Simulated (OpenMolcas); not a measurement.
**CHFGaN (SMILES N#[C][GaH][F]): methods side by side**

The species is CHFGaN (5 atoms), meant as a singlet with charge 0. SMILES: `N#[C][GaH][F]`. The coordinates come from a PBE0-D4/def2-TZVP relaxation.

```xyz
5

N     1.2140   -1.6572    1.2660
C     0.6410   -0.8647    0.6563
Ga   -0.2597    0.5190   -0.3455
F    -1.7247   -0.0535   -1.0926
H     0.1792    1.9827   -0.5256
```

Quantity: the energy change with the Ga3–H5 bond stretched from 1.539 to 1.770 Å, in eV. The values are calculated.

```tsv
level	kind	program	value (eV)	less CCSD(T)/cc-pVDZ	CPU time (all runs)
HF/cc-pVDZ (unrestricted)	Hartree–Fock	OpenMolcas	0.33	+0.04	19 s
SVWN5/cc-pVDZ (restricted)	LDA	OpenMolcas	0.28	-0.01	36 s
BLYP/cc-pVDZ (restricted)	GGA	OpenMolcas	0.24	-0.05	51 s
TPSS/cc-pVDZ (restricted)	meta-GGA	OpenMolcas	0.28	-0.01	77 s
M06-2X/cc-pVDZ (restricted)	hybrid meta-GGA	OpenMolcas	0.28	-0.01	59 s
B2PLYP/cc-pVDZ (restricted)	double hybrid	OpenMolcas	0.30	+0.01	39 s
MP2/cc-pVDZ (restricted)	perturbation theory	OpenMolcas	0.32	+0.03	12 s
CCSD(T)/cc-pVDZ (restricted)	coupled cluster or CI	OpenMolcas	0.29	0.00	100 s
```

CCSD(T)/cc-pVDZ (restricted) is the highest level here, not the true value. All-electron rows without a relativistic Hamiltonian named are non-relativistic. The first shape isn't each level's own minimum. The values span 0.24 to 0.33 eV. In the correlated wave-function rows the outer d shell of Ga is correlated, in sets not made for it. CPU times are rough (shared hosts, several kinds of processor): they show what a rung costs within a factor of a few.
